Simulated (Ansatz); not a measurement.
Reaction (atomization): `CC(F)CBr` → Br• + 3 C• + F• + 6 H•

Gas-phase electronic energies from Ansatz, PBE0-D4/def2-TZVP geometries. CCSD(T)/CBS adds triple-zeta CCSD(T) − MP2 to the extrapolated MP2 energy (def2 sets, frozen cores). This one scheme is used for every species, atoms too. For atomizations the MP2-based limit and the directly extrapolated one differ by several kJ/mol either way, and by 10 to 25 for some Ge, Se and Sn compounds, so smaller differences from it don't rank the levels. Functionals use def2-TZVPP. B3LYP here is the variant with VWN-RPA as its local correlation; programs differ in this. Open shells (•) are unrestricted, without spin–orbit coupling. Spin–orbit coupling would lower the free atoms: a little for C, F; clearly for Br. For Br outer-core shells are correlated without core-valence functions, so the limit isn't a true one: a few kJ/mol of doubt a bond, and 10 to 20 or more in all where bonds break to atoms. Scalar relativity is left out up to krypton. Each species was taken in one conformer, which may not be the lowest.

What is ΔE at CCSD(T)/CBS? (An estimate is asked.)

Ansatz gave: +986.7 kcal/mol.

What do these levels give: LDA (SPW92), B97M-V, B3LYP-D4, r2SCANh-D4, r2SCAN0-D4, BHLYP-D4, PBE0, CAM-B3LYP, HF/def2-SVP, CCSD/def2-SVP, MP2/def2-TZVPP, SCS-MP2/def2-QZVPP? (An estimate is asked.)

Ansatz gave: LDA (SPW92) 1134.7, B97M-V 985.1, B3LYP-D4 983.1, r2SCANh-D4 983.4, r2SCAN0-D4 975.5, BHLYP-D4 955.6, PBE0 987.9, CAM-B3LYP 984.2, HF/def2-SVP 736.6, CCSD/def2-SVP 932.0, MP2/def2-TZVPP 979.9, SCS-MP2/def2-QZVPP 986.6 kcal/mol.

Largest T1 diagnostic among the species: 0.009.

In def2-TZVPP, CCSD(T) changes the Hartree–Fock value by +236.5 kcal/mol (the triples alone add +14.2 kcal/mol) and MP2 by +253.2 kcal/mol; breaking electron pairs costs correlation energy, which Hartree–Fock lacks. From r2SCAN to r2SCAN0 (25 % exact exchange), in def2-TZVPP and without D4, ΔE moves by −13.7 kcal/mol: exact exchange takes away binding that semilocal exchange gives to molecules.
